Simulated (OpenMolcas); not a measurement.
# Ne²⁺: from RASSCF to RASPT2

```
Program             : OpenMolcas
Basis               : ANO-RCC-VQZP [5s4p3d2f1g]
Scalar Hamiltonian  : DKH2, point nucleus
Active space        : 4 electrons in 9 orbitals (RAS2 2p; RAS3 3s 3d, at most 1 electron)
State averaging     : 2S+1 = 3 even, 3 roots; 2S+1 = 1 even, 6 roots; 2S+1 = 5 odd, 1 root; 2S+1 = 3 odd, 1 root (0 in the spin-orbit step)
Spin-orbit coupling : RASSI with atomic mean-field integrals over the reference wave functions, term energies averaged over their components
```

Methods on the same reference wave functions:
A. RASSCF
B. SS-RASPT2, IPEA 0.25 Eh, imaginary shift 0.1 Eh (closed shells correlated: 1s 2s)

Energies in cm-1 above 2s2 2p4 3P2, the measured ground level; measured values from Moore, Atomic Energy Levels, vol. I, NSRDS-NBS 35 (1971 reprint of NBS Circular 467, 1949).

```json
{"Level": "2s2 2p4 3P2", "A": "0.0", "B": "0.0", "Measured": "0.0"}
{"Level": "2s2 2p4 3P1", "A": "603", "B": "604", "Measured": "650"}
{"Level": "2s2 2p4 3P0", "A": "891", "B": "890", "Measured": "927"}
{"Level": "2s2 2p4 1D2", "A": "27832", "B": "25920", "Measured": "25841"}
{"Level": "2s2 2p4 1S0", "A": "68886", "B": "61010", "Measured": "55747"}
```

Deviations, from unrounded energies. A percentage is the sum of absolute deviations over the sum of measured energies, with the sign that they share, or ± where signs differ.

```json
{"Against measurement": "mean absolute deviation (cm-1)", "Levels": "4", "A": "3800", "B": "1400"}
{"Against measurement": "fine structure of the ground term (%)", "Levels": "2", "A": "-5.2", "B": "-5.3"}
{"Against measurement": "other terms of the ground configuration (%)", "Levels": "2", "A": "+18.5", "B": "+6.5"}
```

B lies closest to measurement on these levels. The largest miss of B in the table is 2s2 2p4 1S0, by +5300 cm-1. The ranking rests on the paired levels alone, and a cruder setting can come out closer through cancelling errors.

From A to B the spin-free energies of the other terms of 2s2 2p4 shown, above 3P, scale by factors of 0.89 to 0.93.

The lowest spin-free term lies below A's lowest term by 0.171 hartree in B.

CASPT2 does not keep the components of a term degenerate, so their means are used; among the terms shown or strongly mixed into the levels shown the widest spread is 46 cm-1 (2s2 2p4 1D, B). With the s shell closed, the reference lacks s² → p² mixing. Computed and measured levels are paired by configuration, term and J; levels that our copy of the source lacks, or whose pairing is in doubt (as where it misses far off the trend of its configuration), stay unpaired and out of the deviations. Only configurations of the active space appear. The table leaves out levels that lie high or whose names do not pair safely across all columns.
